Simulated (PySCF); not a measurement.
# `N#CC1=C[C@H]([SiH2]CCl)C[SiH2]1`: 4 charge schemes on one density

Compound: C6H10ClNSi2.
Geometry (GFN2-xTB, Å), atoms numbered from 1 in this order:
```
atom  x, y, z in Å
N1    -2.293    3.151    1.807
C2    -1.893    2.172    1.357
C3    -1.456    0.983    0.773
C4    -0.260    0.422    1.018
C5     0.108   -0.812    0.287
Si6    1.422   -0.370   -1.042
C7     2.939    0.408   -0.181
Cl8    3.542   -0.729    1.058
C9    -1.147   -1.434   -0.347
Si10  -2.458   -0.051   -0.448
H11    0.456    0.848    1.708
H12    0.584   -1.515    0.979
H13    1.850   -1.599   -1.711
H14    0.881    0.613   -1.986
H15    3.761    0.577   -0.872
H16    2.723    1.343    0.329
H17   -0.925   -1.887   -1.312
H18   -1.510   -2.239    0.294
H19   -2.555    0.573   -1.770
H20   -3.775   -0.443    0.055
```

Density: PBE0/pcSseg-1 (PySCF); schemes: Mulliken, IAO, Hirshfeld and ESP-fitted. Geometry: GFN2-xTB, one conformer, isolated molecule.

Problem. What partial charge does each atom carry?

Solution. In e:

| atom | environment | Mulliken | IAO | Hirshfeld | ESP-fitted |
| --- | --- | --- | --- | --- | --- |
| N1 | nitrile nitrogen | -0.254 | -0.263 | -0.237 | -0.495 |
| C2 | nitrile carbon | +0.154 | +0.140 | +0.060 | +0.455 |
| C3 | fully substituted alkene carbon | -0.453 | -0.345 | -0.095 | -0.376 |
| C4 | alkene CH carbon | -0.020 | -0.072 | -0.002 | -0.067 |
| C5 | sp3 carbon bound to silicon | -0.497 | -0.368 | -0.103 | -0.013 |
| Si6 | SiH2 silicon | +0.710 | +0.770 | +0.343 | +0.452 |
| C7 | sp3 C–Cl carbon | -0.510 | -0.527 | -0.124 | -0.621 |
| Cl8 | alkyl chlorine | -0.163 | -0.103 | -0.058 | -0.106 |
| C9 | sp3 carbon bound to silicon | -0.475 | -0.538 | -0.154 | -0.532 |
| Si10 | SiH2 silicon | +0.752 | +0.770 | +0.357 | +0.623 |
| H11 | vinylic hydrogen | +0.111 | +0.163 | +0.060 | +0.153 |
| H12 | methine hydrogen | +0.183 | +0.167 | +0.043 | +0.098 |
| H13 | Si–H hydrogen | -0.047 | -0.110 | -0.070 | -0.076 |
| H14 | Si–H hydrogen | -0.050 | -0.115 | -0.070 | -0.076 |
| H15 | methylene hydrogen | +0.187 | +0.177 | +0.052 | +0.269 |
| H16 | methylene hydrogen | +0.185 | +0.172 | +0.050 | +0.244 |
| H17 | methylene hydrogen | +0.145 | +0.146 | +0.038 | +0.133 |
| H18 | methylene hydrogen | +0.164 | +0.161 | +0.047 | +0.172 |
| H19 | Si–H hydrogen | -0.061 | -0.117 | -0.071 | -0.123 |
| H20 | Si–H hydrogen | -0.061 | -0.109 | -0.066 | -0.113 |

Mean size of the charges over all atoms: IAO 0.267 e, ESP-fitted 0.260 e, Mulliken 0.259 e, Hirshfeld 0.105 e. Each set sums to the total charge, 0, to within 0.001 e. The Hirshfeld scheme divides the density at each point in proportion to the densities of the neutral, spherically averaged free atoms.

Lowest charge. The schemes don't all agree: Mulliken C7 (-0.510); IAO C9 (-0.538); Hirshfeld N1 (-0.237); ESP-fitted C7 (-0.621).

Highest charge. All schemes include Si10: Mulliken Si10 (+0.752); IAO Si6 and Si10 (+0.770); Hirshfeld Si10 (+0.357); ESP-fitted Si10 (+0.623).

Problem. How closely do the schemes follow one another over all atoms?

Solution. Correlation coefficient and root-mean-square difference: Mulliken with IAO 0.99, 0.055 e; IAO with Hirshfeld 0.95, 0.212 e; Mulliken with Hirshfeld 0.92, 0.216 e; IAO with ESP-fitted 0.90, 0.147 e; Mulliken with ESP-fitted 0.88, 0.161 e; Hirshfeld with ESP-fitted 0.87, 0.214 e.

Problem. Sum the charges by element, for elements with more than one atom.

Solution. 
```tsv
element	atoms	Mulliken	IAO	Hirshfeld	ESP-fitted
C	6	-1.801	-1.710	-0.418	-1.154
Si	2	+1.462	+1.540	+0.700	+1.075
H	10	+0.756	+0.535	+0.012	+0.680
```

Problem. How many electrons does the Mulliken scheme count on Si6?

Solution. Z − q = 14 − (+0.710) = 13.290.
